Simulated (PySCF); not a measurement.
## Field gradients at the hydrogen positions

Species: C₆H₁₀FPSi.
Geometry (GFN2-xTB, Å), atoms numbered from 1 in this order:
```
atom  x, y, z in Å
C1     0.9603    2.9622   -1.2806
C2     0.5813    1.8373   -1.1232
C3     0.1095    0.4945   -0.9022
C4    -1.4081    0.4421   -0.6648
C5    -1.7468   -0.8934   -0.0094
C6    -0.8516   -1.0702    1.2190
Si7    0.8231   -0.3522    0.6688
F8     1.2695    0.7846    1.7524
P9     2.4714   -1.8246    0.2777
H10    1.2944    3.9448   -1.4304
H11    0.3568   -0.1062   -1.7847
H12   -1.9528    0.5731   -1.6014
H13   -1.6886    1.2578    0.0051
H14   -1.5499   -1.7003   -0.7191
H15   -2.8029   -0.9344    0.2622
H16   -1.2440   -0.4859    2.0512
H17   -0.8247   -2.1103    1.5358
H18    2.7655   -1.9724    1.6221
H19    3.4280   -0.8371    0.1138
```

Level: PBE0/pcSseg-1 (PySCF, non-relativistic); Q(2H) = 0.00286 b; rigid geometry, the same for H and D, with no vibrational averaging.

Question: Rank these positions by the coupling χzz of a deuteron there, largest first.
A. H16 (methylene hydrogen)
B. H19 (P–H hydrogen)
C. H10 (alkyne hydrogen)
D. H15 (methylene hydrogen)
E. H17 (methylene hydrogen)
F. H11 (methine hydrogen)

Answer: C (268 kHz), E (215 kHz), A (211 kHz), D (206 kHz), F (202 kHz), B (142 kHz).

Give the electric field gradient Vzz (the principal value of largest size), its asymmetry and the 2H coupling at each hydrogen.

```tsv
atom	bonded to	bond length (Å)	Vzz (au)	η	χzz (kHz)
H10	C1	1.049	0.3991	0.01	268
H11	C3	1.096	0.2999	0.04	202
H12	C4	1.091	0.3056	0.02	205
H13	C4	1.092	0.2991	0.02	201
H14	C5	1.093	0.3015	0.01	203
H15	C5	1.091	0.3070	0.01	206
H16	C6	1.090	0.3138	0.03	211
H17	C6	1.088	0.3200	0.03	215
H18	P9	1.384	0.2131	0.08	143
H19	P9	1.385	0.2120	0.08	142
```

Average by the element that carries the hydrogen.

on C: 214 kHz over 8 positions, mean bond length 1.086 Å; on P: 143 kHz over 2 positions, mean bond length 1.384 Å.

How does χzz go with the bond length over the 8 C–H bonds?

A straight-line fit has a slope of -14.6 kHz for each 0.01 Å, with a correlation coefficient of -0.99, over lengths from 1.049 to 1.096 Å. The longer bonds have the smaller couplings here.

Geometry: GFN2-xTB, one conformer, isolated molecule. GFN2-xTB bond lengths can be off by several hundredths of an ångström, more for odd bonds, and the gradients follow them. With so small a basis the couplings can be 20 % off.

The run behind these numbers computed NMR shieldings as well. On one thread of an Arm Neoverse V2, shared host, this took 56 s (grids of density and orbitals included) and 1.0 GiB of memory at its peak.
